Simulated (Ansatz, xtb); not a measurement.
# F3GeHSi: 4 structures ranked

4 gas-phase structures of F3GeHSi, found in a search over its isomers (lower ones may exist). Each was relaxed with GFN2-xTB; where two conformers were screened, the lower at r2SCAN-D4/def2-SVP is listed:

A. `[F][Ge][SiH](F)F`, a triplet
B. `F[Si](F)(F)[GeH]`, a singlet
C. a singlet given by its coordinates
D. `[F][Ge][SiH](F)F`, a singlet

C (Å):

```xyz
6

F    -1.0080    1.0828    0.7419
F     1.6438   -2.3408    0.2068
F    -0.1922    1.3119   -1.4564
Ge    0.2880   -1.5992    1.1622
Si    0.2575    0.5695   -0.1045
H    -0.7572   -1.5077   -0.2853
```

Close contacts (Å): F1–Si5 1.61, F2–Ge4 1.82, F3–Si5 1.61, Ge4–Si5 2.51, Ge4–H6 1.79.

Problem. Which do you expect lowest at r2SCAN-D4/def2-SVP, and how would the others follow?

Solution. Calculated order at r2SCAN-D4/def2-SVP: B (0.0), D (14.1), C (31.5), A (38.1) kcal/mol.

Energies above the lowest of each column, in kcal/mol; the last columns are at B3LYP/6-31G* geometries and were run for some of them only (a dash: not run or not comparable):

```tsv
structure	GFN2-xTB	HF/STO-3G	r2SCAN-D4/def2-SVP	B3LYP/6-31G*	CCSD(T)/def2-SVP + ΔMP2/def2-TZVPP
B	15.3	0.0	0.0	0.0	0.0
D	0.0	10.8	14.1	13.7	16.9
C	13.7	43.8	31.5	–	–
A	–	23.4	38.1	–	–
```

CCSD(T)/def2-SVP + ΔMP2/def2-TZVPP puts B lowest of those it was run on; GFN2-xTB picks D. Flexible structures stand in one conformer each, not always the lowest. Frequencies (B3LYP/6-31G*) were run for B, D alone. GFN2-xTB has no spin polarisation and isn't compared across spin states. Open shells are spin-unrestricted. ΔMP2 is the change of the MP2 energy from the smaller to the larger basis.

Programs: Ansatz 0.2.0, xtb 6.7.1 (Pople sets with spherical d functions).
